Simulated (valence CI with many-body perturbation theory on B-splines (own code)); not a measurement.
Results of a calculation; reference values are marked as such.
## Sm31+: magnetic and hyperfine properties of the levels

Level of theory: valence CI with perturbative core correlation (CI+MBPT): three valence electrons over a frozen Dirac-Fock core [Ar] 3d10, radial functions for each j: 11 s, 11 p, 9 d, 7 f, 5 g, 2 h, 1 i, with the one-electron correlation potential Σ1, the two-electron term Σ2, the three-electron term Σ3, Breit, model QED; selected CI, second order for the rest (own B-spline code, finite nucleus).

No measured spectrum was set against this ion. As an estimate, large intervals hold to a few tenths of a per cent, small ones and those within an open d or f shell to about a per cent.

A/g_I is the dipole constant over the nuclear g factor μ/I (μ in nuclear magnetons, uniformly magnetised nucleus), B/Q the quadrupole constant per barn. Both hold the static response of the core; the bare values leave it out. Large factors of s and p1/2 electrons are usually good to 5 to 10 %; those of open d and f shells near neutrality can be off by tens of per cent, and small factors of p3/2, d and f electrons come from cancelling terms and can be off by a factor of two or in sign, in half-filled shells by more. B is blank for J = 1/2, where it vanishes, and for nearly pure S terms. Energies count from the lowest level.

Levels are named by their leading jj configuration (3d3/2^4 stands for four electrons in 3d with j = 3/2), which in mixed levels can hold well under half, so a name can repeat and another be missing. Letters in brackets count levels of one name in rising energy.

```tsv
Level	E (eV)	g	A/g_I (MHz)	A/g_I bare	B/Q (MHz/b)	B/Q bare
(4s^2 4p1/2) J=1/2	0.00	0.662	201000	194000		
(4s^2 4p3/2) J=3/2	37.68	1.331	28700	27500	55100	52800
(4s 4p1/2^2) J=1/2	67.52	2.338	595000	572000		
(4s 4p1/2 4p3/2) J=3/2 [a]	96.43	1.681	159000	153000	44700	42900
(4s 4p1/2 4p3/2) J=5/2	102.42	1.395	183000	176000	23700	22800
(4s 4p1/2 4p3/2) J=3/2 [b]	111.44	0.936	-3430	-3250	46700	44800
(4s 4p1/2 4p3/2) J=1/2	114.62	1.177	-158000	-152000		
(4s 4p3/2^2) J=5/2	137.14	1.397	146000	141000	24900	23900
(4s 4p3/2^2) J=3/2	150.97	1.118	-49500	-47500	-24000	-23000
(4s 4p3/2^2) J=1/2	152.37	1.814	636000	611000		
(4s^2 4d3/2) J=3/2	160.12	0.921	-28000	-26700	8200	7930
(4s^2 4d5/2) J=5/2	165.36	1.202	17700	17300	18000	17500
(4p1/2^2 4p3/2) J=3/2	180.85	1.337	24100	23500	50100	48100
(4s 4p1/2 4d3/2) J=3/2 [a]	208.66	0.650	-51800	-49600	8250	8010
(4s 4p1/2 4d3/2) J=5/2	210.58	1.133	120000	115000	-11700	-11200
(4p1/2 4p3/2^2) J=3/2	212.81	1.269	-18200	-17200	2770	2670
(4p1/2 4p3/2^2) J=5/2	216.64	1.103	63700	61500	4670	4550
(4p1/2 4p3/2^2) J=1/2	223.04	0.582	82700	79300		
(4s 4p1/2 4d3/2) J=3/2 [b]	223.56	1.339	96600	93500	7870	7560
(4s 4p1/2 4d3/2) J=1/2	223.61	0.439	-136000	-130000		
(4s 4p1/2 4d5/2) J=5/2 [a]	224.46	1.435	101000	97300	13100	12700
(4s 4p1/2 4d5/2) J=7/2	225.20	1.256	118000	113000	-816	-635
(4s 4p1/2 4d5/2) J=5/2 [b]	234.55	0.957	10900	10800	30700	29700
(4s 4p1/2 4d5/2) J=3/2	238.18	1.019	-61800	-59000	13200	12800
(4p3/2^3) J=3/2	251.23	1.290	72500	69700	-30000	-28800
(4s 4p3/2 4d5/2) J=9/2	253.06	1.331	85100	82100	67200	64600
(4s 4p3/2 4d3/2) J=5/2 [a]	253.33	1.277	102000	98300	9970	9540
(4s 4p3/2 4d3/2) J=1/2 [a]	253.42	2.356	341000	328000		
(4s 4p3/2 4d3/2) J=7/2	254.53	1.325	97600	94100	29100	28000
(4s 4p3/2 4d3/2) J=3/2 [a]	254.87	1.446	49200	47800	-21500	-20700
(4s 4p3/2 4d5/2) J=5/2 [a]	262.12	1.334	129000	124000	-27700	-26600
(4s 4p3/2 4d3/2) J=3/2 [b]	262.35	0.975	-29000	-27600	-28500	-27300
(4s 4p3/2 4d3/2) J=5/2 [b]	266.78	0.905	-29200	-27800	37100	35700
(4s 4p3/2 4d5/2) J=7/2 [a]	268.73	1.153	11500	11300	64300	61900
(4s 4p3/2 4d5/2) J=7/2 [b]	269.72	1.205	45700	44300	26300	25300
(4s 4p3/2 4d3/2) J=1/2 [b]	271.25	0.601	14000	13900		
(4s 4p3/2 4d5/2) J=1/2	277.13	0.673	-131000	-125000		
(4s 4p3/2 4d5/2) J=3/2	279.96	1.309	133000	129000	16500	15900
(4s 4p3/2 4d5/2) J=5/2 [b]	280.76	1.142	-44800	-42600	-24600	-23500
(4s 4p3/2 4d3/2) J=3/2 [c]	281.09	1.077	20200	19600	-43000	-41300
```

**Question.** Take the isotope of mass number 149, with I = 7/2, μ = -0.6677 μN and Q = 0.075 b. What is the hyperfine structure of (4s 4p3/2^2) J=5/2?

**Answer.** From the table A = -27900 MHz, B = 1870 MHz. Shifts from the centre of gravity in MHz: F = 1: 315000, F = 2: 259000, F = 3: 174000, F = 4: 62200, F = 5: -77200, F = 6: -244000.
